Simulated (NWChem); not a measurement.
# Plane-wave run on MgSe (rocksalt type)

```
MgSe
1.0
    0.00000     2.67352     2.67352
    2.67352     0.00000     2.67352
    2.67352     2.67352     0.00000
Se Mg
1 1
Direct
  0.00000   0.00000   0.00000
  0.50000   0.50000   0.50000
```

All runs are NWChem calculations. Origin of the cell: lattice set by a structure generator, not relaxed at this level.

Norm-conserving pseudopotentials with valence charges Se 6, Mg 2, fixed occupations, no spin-orbit coupling, density cut at twice the wavefunction cutoff.

The filled d shells of Se are in the core.

Level: LDA (Vosko), default library, cutoff 25 Ha, density from a 4×4×4 mesh. Bands run along Γ–X–U|K–Γ–L–W–X with k in units of the cell's reciprocal vectors.

Give the band energies at the labelled points, in eV from the valence-band top.


```
point                  k  band 1  band 2  band 3  band 4  band 5  band 6
-----  -----------------  ------  ------  ------  ------  ------  ------
Γ      0.000 0.000 0.000  -13.34    0.00    0.00    0.00    2.78    7.10
X      0.500 0.000 0.500  -11.71   -4.60   -1.94   -1.94    1.60    3.55
U      0.625 0.250 0.625  -11.72   -4.09   -3.62   -1.57    2.83    6.11
K      0.375 0.375 0.750  -11.72   -4.09   -3.62   -1.57    2.83    6.11
L      0.500 0.500 0.500  -12.08   -5.32   -0.65   -0.65    3.67    5.82
W      0.500 0.250 0.750  -11.67   -3.61   -3.60   -2.79    4.49    6.88
```
Bands up to 4 are filled.
